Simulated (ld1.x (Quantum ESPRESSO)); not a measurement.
**Pseudopotential generation for magnesium: TM, PBE, scalar-relativistic.**

```json
{
  "Element": "magnesium (Mg)",
  "Generator": "ld1.x (Quantum ESPRESSO) 7.5",
  "Type": "norm-conserving Troullier–Martins (Kleinman–Bylander form)",
  "Functional": "PBE",
  "Relativity": "scalar-relativistic",
  "Frozen core": "[He]",
  "Valence charge": "10",
  "Reference configuration": "2s2 2p6 3s1 3p1",
  "Partial waves": "2s (bound): rc 0.85 bohr; 3d channel at 0.35 Ry: rc 1.05 bohr; 2p (bound): rc 0.95 bohr",
  "Local potential": "the p channel",
  "Core correction": "none"
}
```

Occupied shells without a wave of their own: 3p, 3s. They enter only through the test configuration that unscreens the potential.

* Cutoffs needed: 180 Ry and 300 Ry (the cutoffs (Ry, on a coarse ladder) from which the occupation-weighted sum of valence levels, in a spherical-Bessel basis at the reference potential, stays within 10 and 1 mRy of its value at 400 Ry)
* Ghost test: no extra level below or beside the all-electron valence levels (s, d, p, f tested) (spherical-Bessel basis up to 400 Ry, 20 bohr box)
* Largest excitation error: +162 meV (all-electron minus pseudo) for 2s2 2p6 3s0 3p0, out of 7 test configurations
